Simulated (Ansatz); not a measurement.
System: sum formula AlN2H4F (charge 0, singlet). 
Geometry from a B3LYP-D3(BJ)/def2-TZVP (Ansatz, a quantum-chemistry and plane-wave program) optimisation:
```
Al
F 1 1.6569
N 1 1.7617 2 118.11
H 3 1.0068 1 125.59 2 180.00
H 3 1.0072 4 110.45 1 180.00
N 1 1.7617 2 118.11 3 -180.00
H 6 1.0068 1 125.59 2 180.00
H 6 1.0072 7 110.45 1 180.00
```
Charge 0, spin multiplicity 1.

Quantity: atomisation energy (electronic, to ground-state atoms), in kJ/mol. Correlated levels leave the core frozen unless marked. Open shells are spin-unrestricted. No spin-orbit coupling. No relativistic terms. The coupled-cluster limit lacks core correlation, which all-electron functionals hold. CBS(X,Y): correlation extrapolated as X^-3; Hartree-Fock from the larger set.

| level | program | atomisation energy (kJ/mol) |
|---|---|---|
| HF/aug-cc-pV(T+d)Z | Ansatz | 2017.1 |
| PBE-D3(BJ)/def2-TZVPD | Ansatz + dftd3 | 2950.8 |
| BHLYP/def2-TZVPD | Ansatz | 2795.1 |
| LC-wPBE-D4/def2-TZVPD | Ansatz + dftd4 | 2917.1 |

Task: Predict the CCSD(T)/CBS(aug-cc-pV(T+d)Z,aug-cc-pV(Q+d)Z) result (Ansatz).

Result: 2932.1 kJ/mol
